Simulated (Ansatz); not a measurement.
Computed with Ansatz on PBE0-D4/def2-TZVP structures; ΔE is electronic, products minus reactants. CBS: MP2 limit from def2 TZ/QZ plus the TZ coupled-cluster correction, frozen cores. This one scheme is used for every species. DFT in def2-TZVPP. Triplets are unrestricted, without spin–orbit coupling. Each species was taken in one conformer, which may not be the lowest.

`C=[CH][AlH][CH3]` → `C=[CH][AlH2]` + `[CH2]` (triplet)  (formal loss of a carbene)

```csv
level,ΔE (kcal/mol)
LDA (SPW92),131.4
CAM-B3LYP,112.2
CCSD(T)/def2-SVP,107.5
HF/def2-TZVPP,77.5
```

**Question.** What does CCSD(T)/CBS give? (Best estimate.)

**Answer.** The calculation gave: +114.5 kcal/mol. The listed levels differ from it by 16.9, -2.3, -7.0, -37.0 kcal/mol.

Largest T1 diagnostic among the species: 0.011.

From r2SCAN to r2SCAN0 (25 % exact exchange), in def2-TZVPP and without D4, ΔE moves by −1.3 kcal/mol. Leaving LDA and LC-ωPBE aside and taking each functional with its dispersion term where it has one, the values, not all of them listed here, spread over 7.6 kcal/mol, from r2SCAN0-D4 to ωB97X-V. LDA lies +16.7 kcal/mol from PBE without D4. At CCSD(T), def2-SVP lies −7.0 kcal/mol from the extrapolated value and def2-TZVPP −3.1 kcal/mol.
